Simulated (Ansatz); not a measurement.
Level of theory: frozen-core CCSD(T)/cc-pVTZ // CAM-B3LYP-D3(BJ)/def2-TZVP run with Ansatz (a quantum-chemistry and plane-wave program).

Ansatz 0.2 input:
```yaml
crystal:
  periodic: [false, false, false]
  atoms:
    - { symbol: N, position_ang: [-0.959387, -0.050223, 0.015031] }
    - { symbol: Al, position_ang: [0.780209, 0.040836, -0.012222] }
    - { symbol: F, position_ang: [1.541223, 1.471489, -0.254846] }
    - { symbol: F, position_ang: [1.693612, -1.302161, 0.204177] }
    - { symbol: H, position_ang: [-1.482936, -0.897265, 0.159195] }
    - { symbol: H, position_ang: [-1.572721, 0.737324, -0.111336] }
basis:
  gaussian: { orbitals: cc-pVTZ }
correlation:
  method: ccsd_t
```

Output:

```
Functional definition: HF
923 factors; integrals over basis functions are off by at most 9.9e-4 eV
mean field evaluation 1: about -13512.2995 eV, gradient 5.0e1 eV
mean field evaluation 2: about -13512.3701 eV, gradient 5.0e1 eV
mean field evaluation 4: about -13516.4731 eV, gradient 2.1e0 eV
mean field evaluation 8: about -13516.5091 eV, gradient 2.8e-1 eV
mean field evaluation 16: about -13512.2987 eV, gradient 5.0e1 eV
mean field -13516.50940764 eV, -496.7225589115 hartree, gradient 1.2e-6 eV, S^2 0.000000; 0 other end points of the search recorded, 0 dependent functions left out
8 core orbitals not correlated
reference -13516.50940764 eV, -496.7225589115 hartree; 12, 12 occupied and 132, 132 virtual orbitals, 923 factors
second order -21.64913050 eV of doubles, -0.00000000 eV of singles
cycle   1  -21.35198076 eV  change    3.0e-1 eV  update   8.9e-2
cycle   2  -21.74226772 eV  change   -3.9e-1 eV  update   2.6e-2
cycle   3  -21.84530126 eV  change   -1.0e-1 eV  update   1.3e-2
cycle   4  -21.83119639 eV  change    1.4e-2 eV  update   2.8e-3
cycle   5  -21.82858120 eV  change    2.6e-3 eV  update   1.0e-3
cycle   6  -21.82929841 eV  change   -7.2e-4 eV  update   3.3e-4
cycle   7  -21.82914669 eV  change    1.5e-4 eV  update   1.0e-4
cycle   8  -21.82908422 eV  change    6.2e-5 eV  update   3.3e-5
cycle   9  -21.82909542 eV  change   -1.1e-5 eV  update   1.4e-5
perturbative correction -0.66279655 eV, -0.0243573239 hartree
Total energy: -13539.00129960 eV, -497.5491206956 hartree
```

Cost: very roughly 40 core-seconds.
